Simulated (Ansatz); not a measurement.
Consider the formal hydrolysis of the Al–Si bond: `F[SiH2][AlH][NH][SiH3]` + H₂O → `[OH][AlH][NH][SiH3]` + `F[SiH3]`.

Program: Ansatz. Geometries: PBE0-D4/def2-TZVP. ΔE: electronic, gas phase. CCSD(T)/CBS adds triple-zeta CCSD(T) − MP2 to the extrapolated MP2 energy (def2 sets, frozen cores). This one scheme is used for every species. Each species was taken in one conformer, which may not be the lowest.

```csv
species,HF/CBS(def2) energy (Eh)
`F[SiH2][AlH][NH][SiH3]`,-978.00147
H₂O,-76.06721
`[OH][AlH][NH][SiH3]`,-663.88371
`F[SiH3]`,-390.24869
```

Question: Work out ΔE.

Answer: ΔE = (-663.88371) + (-390.24869) − (-978.00147) − (-76.06721) = -0.06372 Eh = -167.3 kJ/mol. CCSD(T)/CBS gives -142.9 kJ/mol.

Largest T1 diagnostic among the species: 0.012.

The D4 term adds +6.9 kJ/mol with B3LYP and +4.2 kJ/mol with PBE0; it sums over pairs of atoms, weighted by their polarisabilities, and B3LYP, whose exchange is more repulsive, gets the larger term. In def2-TZVPP, CCSD(T) changes the Hartree–Fock value by +20.2 kJ/mol (the triples alone add +2.8 kJ/mol) and MP2 by +9.6 kJ/mol.

B3LYP here is the variant with VWN-RPA as its local correlation; programs differ in this.
